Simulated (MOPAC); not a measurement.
Job for MOPAC: AM1 on ClH4P (a complex), monomers drawn apart or pushed together.

```
AM1 1SCF PRECISE CHARGE=0 THREADS=1
ClH4P

Cl     0.43620900 1    -0.61606929 1    -0.34371464 1
H      0.24392433 1     0.36085917 1    -1.15171167 1
P     -0.28253839 1     0.61948596 1     6.14326004 1
H     -0.54378962 1     1.36701548 1     7.32193755 1
H      0.57115710 1     1.61079791 1     5.59752108 1
H     -1.42955430 1     1.11112099 1     5.47096774 1
```

The log:

```
*******************************************************************************
 **                                                                           **
 **                              MOPAC v23.2.5                                **
 **                                                                           **
 *******************************************************************************
 ** MOPAC's Digital Object Identifier: https://doi.org/10.5281/zenodo.6511958 **
 **                                                                           **
 ** Please cite the open-source release paper for use of this MOPAC version:  **
 ** J. E. Moussa and J. J. P. Stewart (2026)                                  **
 ** MOPAC: An open-source semiempirical molecular orbital program             **
 ** J. Open Source Softw., 11(119), 8025, https://doi.org/10.21105/joss.08025 **
 *******************************************************************************

                              AM1 CALCULATION RESULTS

 *******************************************************************************
 *  AM1        - The AM1 Hamiltonian to be used
 *
 *
 *
 *                 CHARGE ON SYSTEM = 0
 *
 *
 *
 *  PRECISE    - TIGHTER CRITERIA TO BE USED
 *  1SCF       - DO 1 SCF AND THEN STOP
 *  THREADS=1  - MULTI-THREADING NOT USED
 *  T=         - A TIME OF 172800.0 SECONDS REQUESTED
 *  DUMP=N     - RESTART FILE WRITTEN EVERY 7200.0 SECONDS REQUESTED
 *******************************************************************************
AM1 1SCF PRECISE CHARGE=0 THREADS=1
 ClH4P

   ATOM   CHEMICAL          X               Y               Z
  NUMBER   SYMBOL      (ANGSTROMS)     (ANGSTROMS)     (ANGSTROMS)

     1      Cl          0.43620900  *  -0.61606929  *  -0.34371464  *
     2       H          0.24392433  *   0.36085917  *  -1.15171167  *
     3       P         -0.28253839  *   0.61948596  *   6.14326004  *
     4       H         -0.54378962  *   1.36701548  *   7.32193755  *
     5       H          0.57115710  *   1.61079791  *   5.59752108  *
     6       H         -1.42955430  *   1.11112099  *   5.47096774  *



          CARTESIAN COORDINATES

    NO.       ATOM           X           Y           Z

     1        Cl          0.4362     -0.6161     -0.3437
     2         H          0.2439      0.3609     -1.1517
     3         P         -0.2825      0.6195      6.1433
     4         H         -0.5438      1.3670      7.3219
     5         H          0.5712      1.6108      5.5975
     6         H         -1.4296      1.1111      5.4710

  H: (AM1): M.J.S. DEWAR ET AL, J. AM. CHEM. SOC. 107 3902-3909 (1985)
  P: (AM1): M.J.S.DEWAR, JIE, C, THEOCHEM, 187, 1 (1989)
 Cl: (AM1): M.J.S. DEWAR AND E. G. ZOEBISCH, THEOCHEM, 180, 1 (1988).

           Empirical Formula: H4 Cl P  =     6 atoms



      MOLECULAR POINT GROUP   :   Cs


      RHF CALCULATION, NO. OF DOUBLY OCCUPIED LEVELS = 8


 -------------------------------------------------------------------------------
 AM1 1SCF PRECISE CHARGE=0 THREADS=1
 ClH4P



     1SCF WAS SPECIFIED, SO BFGS WAS NOT USED
     SCF FIELD WAS ACHIEVED


                              AM1 CALCULATION
                                                       MOPAC v23.2.5 Linux




          FINAL HEAT OF FORMATION =        -11.90490 KCAL/MOL =     -49.81010 KJ/MOL


          COSMO AREA              =        116.64 SQUARE ANGSTROMS
          COSMO VOLUME            =         81.97 CUBIC ANGSTROMS

          IONIZATION POTENTIAL    =         10.529051 EV
          HOMO LUMO ENERGIES (EV) =        -10.529  1.257
          NO. OF FILLED LEVELS    =          8
          MOLECULAR WEIGHT        =         70.4584         POINT GROUP:  Cs

          MOLECULAR DIMENSIONS (Angstroms)

            Atom       Atom       Distance
            H     4    H     2     8.56946
            H     5    H     6     2.06604
           Cl     1    H     6     1.30598


          SCF CALCULATIONS        =          1





   ATOM   CHEMICAL          X               Y               Z
  NUMBER   SYMBOL      (ANGSTROMS)     (ANGSTROMS)     (ANGSTROMS)

     1      Cl          0.43620900  *  -0.61606929  *  -0.34371464  *
     2       H          0.24392433  *   0.36085917  *  -1.15171167  *
     3       P         -0.28253839  *   0.61948596  *   6.14326004  *
     4       H         -0.54378962  *   1.36701548  *   7.32193755  *
     5       H          0.57115710  *   1.61079791  *   5.59752108  *
     6       H         -1.42955430  *   1.11112099  *   5.47096774  *

                             CARTESIAN COORDINATES

   1   Cl        0.436209000    -0.616069290    -0.343714640
   2    H        0.243924330     0.360859170    -1.151711670
   3    P       -0.282538390     0.619485960     6.143260040
   4    H       -0.543789620     1.367015480     7.321937550
   5    H        0.571157100     1.610797910     5.597521080
   6    H       -1.429554300     1.111120990     5.470967740


           Empirical Formula: H4 Cl P  =     6 atoms



      MOLECULAR POINT GROUP   :   Cs


                  EIGENVALUES
 -37.02198 -20.86104 -16.74876 -12.68142 -12.67592 -12.31158 -12.31089 -10.52905
   1.25745   1.69338   1.70208   1.88637


              NET ATOMIC CHARGES AND DIPOLE CONTRIBUTIONS

  ATOM NO.   TYPE          CHARGE      No. of ELECS.   s-Pop       p-Pop
    1         Cl          -0.165849        7.1658     1.98025     5.18560
    2          H           0.165849        0.8342     0.83415
    3          P          -0.070938        5.0709     1.81298     3.25796
    4          H           0.022965        0.9770     0.97703
    5          H           0.023986        0.9760     0.97601
    6          H           0.023987        0.9760     0.97601
 DIPOLE           X         Y         Z       TOTAL
 POINT-CHG.    -0.216     1.032    -0.654     1.240
 HYBRID        -0.550     2.269    -0.261     2.349
 SUM           -0.766     3.300    -0.915     3.509


          ATOMIC ORBITAL ELECTRON POPULATIONS

     Atom    s        px        py        pz
    1 Cl   1.98025   1.98170   1.52747   1.67643
    2  H   0.83415
    3  P   1.81298   1.04231   1.18345   1.03220
    4  H   0.97703
    5  H   0.97601
    6  H   0.97601

 **********************
 *                    *
 * JOB ENDED NORMALLY *
 *                    *
 **********************




 == MOPAC DONE ==
```

The run finished.

Cost: about 0.020 core-seconds (a rough figure).
